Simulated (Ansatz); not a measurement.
Isolated molecules relaxed with PBE0-D4/def2-TZVP in Ansatz; ΔE leaves out vibrations. CCSD(T)/CBS is the MP2 limit (def2-TZVPP, def2-QZVPP) plus CCSD(T) − MP2 in def2-TZVPP, frozen cores. DFT in def2-TZVPP. B3LYP here is the variant with VWN-RPA as its local correlation; programs differ in this. For As outer-core shells are correlated without core-valence functions, which leaves a few kJ/mol of doubt a bond. Scalar relativity is left out up to krypton. Each species was taken in one conformer, which may not be the lowest.

`C[SiH2][AsH]O` + `O[SiH2]F` → `C[SiH2]O[SiH2]F` + `O[AsH2]`  (cleavage of the Si–As bond)

`C[SiH2][AsH]O`:

Cartesian coordinates in Å:
```
C 0.953 -1.180 -0.201
Si 0.155 -0.086 1.086
As -1.524 1.288 0.120
O -0.540 1.644 -1.367
H 0.237 -1.912 -0.580
H 1.810 -1.714 0.216
H 1.294 -0.569 -1.039
H 1.157 0.816 1.717
H -0.504 -0.875 2.165
H -2.258 0.065 -0.443
H -0.780 2.522 -1.673
```

`O[SiH2]F`:

```xyz
6

O     0.494   -0.536   -1.044
Si   -0.300    0.162    0.197
F     0.402    1.530    0.627
H     1.350   -0.935   -0.883
H    -1.653    0.475   -0.300
H    -0.293   -0.697    1.404
```

`C[SiH2]O[SiH2]F`:

Cartesian coordinates in Å:
```
C 1.468 -0.551 -1.134
Si 1.029 0.043 0.569
O -0.580 -0.171 0.852
Si -2.078 0.364 0.580
F -2.345 0.427 -0.993
H 1.236 -1.613 -1.248
H 0.914 0.004 -1.894
H 2.537 -0.414 -1.321
H 1.352 1.488 0.720
H 1.756 -0.726 1.611
H -3.042 -0.593 1.160
H -2.248 1.741 1.098
```

`O[AsH2]`:

Z-matrix (Å, degrees):
```
As
O 1 1.802
H 1 1.527 2 95.9
H 1 1.527 2 95.9 3 91.9
H 2 0.960 1 107.7 3 134.2
```

```json
{"level": "B3LYP-D4", "ΔE (kJ/mol)": "-86.1", "difference from CCSD(T)/CBS": "-1.0"}
{"level": "ωB97X-V", "ΔE (kJ/mol)": "-86.1", "difference from CCSD(T)/CBS": "-1.0"}
{"level": "B2PLYP", "ΔE (kJ/mol)": "-89.2", "difference from CCSD(T)/CBS": "-4.1"}
{"level": "PBE", "ΔE (kJ/mol)": "-65.3", "difference from CCSD(T)/CBS": "19.8"}
{"level": "PBE0", "ΔE (kJ/mol)": "-73.4", "difference from CCSD(T)/CBS": "11.7"}
{"level": "B3LYP", "ΔE (kJ/mol)": "-88.1", "difference from CCSD(T)/CBS": "-3.0"}
{"level": "HF/def2-TZVPP", "ΔE (kJ/mol)": "-113.6", "difference from CCSD(T)/CBS": "-28.5"}
{"level": "MP2/def2-TZVPP", "ΔE (kJ/mol)": "-86.1", "difference from CCSD(T)/CBS": "-1.0"}
{"level": "CCSD/def2-TZVPP", "ΔE (kJ/mol)": "-91.1", "difference from CCSD(T)/CBS": "-6.0"}
{"level": "CCSD(T)/def2-TZVPP", "ΔE (kJ/mol)": "-86.6", "difference from CCSD(T)/CBS": "-1.5"}
{"level": "HF/def2-QZVPP", "ΔE (kJ/mol)": "-117.0", "difference from CCSD(T)/CBS": "-31.9"}
{"level": "MP2/def2-QZVPP", "ΔE (kJ/mol)": "-86.4", "difference from CCSD(T)/CBS": "-1.3"}
{"level": "SCS-MP2/def2-QZVPP", "ΔE (kJ/mol)": "-93.7", "difference from CCSD(T)/CBS": "-8.6"}
{"level": "HF/CBS(def2)", "ΔE (kJ/mol)": "-117.5", "difference from CCSD(T)/CBS": "-32.4"}
{"level": "MP2/CBS(def2)", "ΔE (kJ/mol)": "-84.6", "difference from CCSD(T)/CBS": "0.5"}
{"level": "CCSD/CBS(def2)", "ΔE (kJ/mol)": "-89.5", "difference from CCSD(T)/CBS": "-4.4"}
{"level": "CCSD(T)/CBS", "ΔE (kJ/mol)": "-85.1", "difference from CCSD(T)/CBS": "0"}
```

Largest T1 diagnostic among the species: 0.012.

From PBE to PBE0 (25 % exact exchange), in def2-TZVPP and without D4, ΔE moves by −8.1 kJ/mol. In def2-TZVPP, CCSD(T) changes the Hartree–Fock value by +27.0 kJ/mol (the triples alone add +4.4 kJ/mol) and MP2 by +27.5 kJ/mol.
